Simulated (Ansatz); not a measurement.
`[SiH3][CH2][InH2]` + HBr → `[Br][InH2]` + `C[SiH3]` at 600 K and 1 bar (ligand exchange at the In–C bond).

Calculated with Ansatz (gas phase, PBE0-D4/def2-TZVP geometries, no zero-point term in ΔE). CBS: MP2 limit from def2 TZ/QZ plus the TZ coupled-cluster correction, frozen cores. This one scheme is used for every species. def2 core potentials past Kr. For Br, In outer-core shells are correlated without core-valence functions, which leaves a few kJ/mol of doubt a bond. Scalar relativity is left out up to krypton.

```json
{"species": "`[SiH3][CH2][InH2]`", "CCSD(T)/CBS energy (Eh)": "-521.12346", "H − E (kJ/mol)": "224.4", "S (J/(mol·K))": "441.5"}
{"species": "HBr", "CCSD(T)/CBS energy (Eh)": "-2573.91920", "H − E (kJ/mol)": "33.5", "S (J/(mol·K))": "219.1"}
{"species": "`[Br][InH2]`", "CCSD(T)/CBS energy (Eh)": "-2764.36342", "H − E (kJ/mol)": "64.8", "S (J/(mol·K))": "330.8"}
{"species": "`C[SiH3]`", "CCSD(T)/CBS energy (Eh)": "-330.73916", "H − E (kJ/mol)": "199.7", "S (J/(mol·K))": "315.0"}
```

H − E and S are ideal-gas, rigid-rotor, harmonic terms from PBE0-D4/def2-TZVP. 1 Eh = 2625.50 kJ/mol, R = 8.31446 J/(mol·K).

Q: By hand: ΔE, ΔH, ΔS and ΔG.

A: ΔE = (-2764.36342) + (-330.73916) − (-521.12346) − (-2573.91920) = -0.05992 Eh = -157.3 kJ/mol. Δ(H − E) = 64.8 + 199.7 − 224.4 − 33.5 = 6.6, so ΔH = -150.7 kJ/mol. ΔS = 330.8 + 315.0 − 441.5 − 219.1 = -14.8 J/(mol·K). ΔG = -150.7 − 600 × (-14.8)/1000 = -141.8 kJ/mol.

Q: By hand: the equilibrium constant, and the temperature at which ΔG would vanish if ΔH and ΔS stayed fixed.

A: log₁₀ K = −ΔG/(RT ln 10) = 12.3. ΔG = 0 at ΔH/ΔS = 10182 K, far beyond where these terms or the molecules hold.

The number of gas molecules stays the same, so ΔS is small and ΔH decides. A doubt of 5 kJ/mol in ΔE shifts log₁₀ K by 0.4 here. These are equilibria of isolated gas molecules and say nothing of rates. Largest T1 diagnostic: 0.013 (customary marks: 0.02 for closed shells, 0.045 for open ones).
